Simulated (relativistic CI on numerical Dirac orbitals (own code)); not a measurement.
These numbers are calculated, not measured: Dirac-Coulomb-Breit CI, orbitals from a KLI potential per configuration, model QED, valence Slater integrals scaled by 0.9, P86 correlation estimate, and configurations built on the next ion tied to the tabulated ionisation energy (semi-empirical) (own radial code, finite nucleus).

Configurations in the expansion (outside the closed core [Ar]): 3d10 4s2, 3d10 4s 4d, 3d10 4s 5s, 3d10 4s 5p, 3d10 4s 4p, 3d10 4s 5d, 3d10 4s 6s, 3d10 4s 4f, 3d10 4s 5f, 3d10 4p2, 3d10 4d2, 3d10 4p 4d, 3d10 4p 5s, 3d10 4f2, 3d10 4p 4f, 3d10 4d 5s, 3d10 4d 4f, 3d10 4s 6p, 3d10 4s 5g, 3d10 5s2, 3d9 4s 4p2, 3d8 4s2 4p2, 3d10 4s 6d, 3d10 4f 5s. Levels of other configurations are missing.

Configurations that consist of the next ion and one excited electron were tied to the tabulated ionisation energy; Rydberg ones are usually within 1,000 to 3,000 cm⁻¹ and the lowest ones within about 6,000 (9,000 in d shells), while levels on excited terms of the next ion carry the error of that term, and the other configurations can be misplaced by 10,000 cm⁻¹ or more. Rates follow the energies as ν³ (E1, M1) or ν⁵ (E2), so rates, branching and lifetimes can be off by large factors.

Outline of the computed level scheme of Sr IX. Lowest level of each configuration: 3d10 4s2 1S_0 at 0.000 eV; 3d10 4s 4p 3P°_0 at 18.253 eV; 3d10 4p2 3P_0 at 41.793 eV; 3d10 4s 4d 3D_1 at 55.163 eV; 3d10 4p 4d 3F°_2 at 73.556 eV; 3d10 4s 5s 3S_1 at 76.224 eV; 3d10 4s 5p 3P°_0 at 84.892 eV; 3d10 4s 4f 3F°_2 at 86.410 eV; 3d10 4p 5s 3P°_0 at 97.642 eV.

Some strong electric-dipole decays among the lowest 40 levels: 3d10 4s 4f 1F°_3 → 3d10 4s 4d 1D_2 (5.5e+10 s⁻¹); 3d10 4s 5s 1S_0 → 3d10 4s 4p 1P°_1 (4.8e+10 s⁻¹); 3d10 4s 4d 1D_2 → 3d10 4s 4p 1P°_1 (4.5e+10 s⁻¹); 3d10 4s 4f 3F°_4 → 3d10 4s 4d 3D_3 (3.8e+10 s⁻¹); 3d10 4s 4f 3F°_3 → 3d10 4s 4d 3D_2 (3.4e+10 s⁻¹); 3d10 4s 4f 3F°_2 → 3d10 4s 4d 3D_1 (3.2e+10 s⁻¹); 3d10 4s 4d 3D_3 → 3d10 4s 4p 3P°_2 (3.2e+10 s⁻¹); 3d10 4s 5s 3S_1 → 3d10 4s 4p 3P°_2 (3.2e+10 s⁻¹).

LS names give the leading component of a level, which can be under half, so a name can repeat, a term be missing and a line seem to break the LS rules.
